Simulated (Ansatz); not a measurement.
Species: CH₅GeO, charge 0, doublet. CH5GeO (SMILES [CH]([GeH3])O, doublet).
B3LYP-D3(BJ)/def2-TZVP minimum from Ansatz (a program for electronic structure):
```
Ge
H 1 1.5366
H 1 1.5452 2 110.49
H 1 1.5470 2 108.54 3 -117.66
C 1 1.9317 2 109.68 4 -124.79
O 5 1.3674 1 123.41 2 -151.52
H 6 0.9648 5 110.42 1 14.55
H 5 1.0822 6 111.31 7 -177.28
```
Charge 0, spin multiplicity 2.

Total energies in hartree (Ansatz). Radicals and triplets start from unrestricted determinants; spin-orbit coupling is neglected. Correlated methods leave the cores frozen (noble-gas shells, and filled d and f shells in the p block). No relativity. Where a partner has so few electrons that a lower coupled-cluster level is exact, that level stands in.

| species | HF/cc-pVTZ | CCSD(T)/cc-pVTZ | HF/cc-pVQZ | CCSD(T)/cc-pVQZ | CCSD(T)/cc-pVDZ | CCSDT(Q)/cc-pVDZ |
|---|---|---|---|---|---|---|
| 1: CH5GeO (SMILES O[CH][GeH3], doublet) | -2191.02628 | -2191.59281 | -2191.03929 | -2191.63995 | -2191.37360 | -2191.37560 |
| 2: C (triplet) | -37.69157 | -37.78076 | -37.69331 | -37.78654 | -37.76038 | -37.76071 |
| 3: O (triplet) | -74.81176 | -74.97396 | -74.81729 | -74.99357 | -74.90995 | -74.91013 |
| 4: Ge (triplet) | -2075.36107 | -2075.42794 | -2075.36359 | -2075.43284 | -2075.34866 | -2075.34895 |
| 5: H (doublet) | -0.49981 | -0.49981 | -0.49995 | -0.49995 | -0.49928 | -0.49928 |

### Question
Work out the atomisation energy (electronic, to ground-state atoms) in kcal/mol: take Hartree-Fock from cc-pVQZ, extrapolate the CCSD(T) correlation energy as X^-3 (X = 3, 4), and add CCSDT(Q) - CCSD(T) in cc-pVDZ. 1 hartree = 627.51 kcal/mol.

### Answer

Species 1: correlation (64·(-0.60066) - 27·(-0.56653))/37 = -0.62557; step -0.00200; E1 = -2191.03929 + (-0.62557) + (-0.00200) = -2191.66686
Species 2: correlation (64·(-0.09323) - 27·(-0.08919))/37 = -0.09618; step -0.00033; E2 = -37.69331 + (-0.09618) + (-0.00033) = -37.78982
Species 3: correlation (64·(-0.17628) - 27·(-0.16220))/37 = -0.18655; step -0.00018; E3 = -74.81729 + (-0.18655) + (-0.00018) = -75.00402
Species 4: correlation (64·(-0.06925) - 27·(-0.06687))/37 = -0.07099; step -0.00029; E4 = -2075.36359 + (-0.07099) + (-0.00029) = -2075.43487
Species 5: correlation (64·(0.00000) - 27·(0.00000))/37 = 0.00000; step +0.00000; E5 = -0.49995 + (0.00000) + (+0.00000) = -0.49995
-1·E1 +1·E2 +1·E3 +1·E4 +5·E5 = 0.93840 hartree = 588.9 kcal/mol.
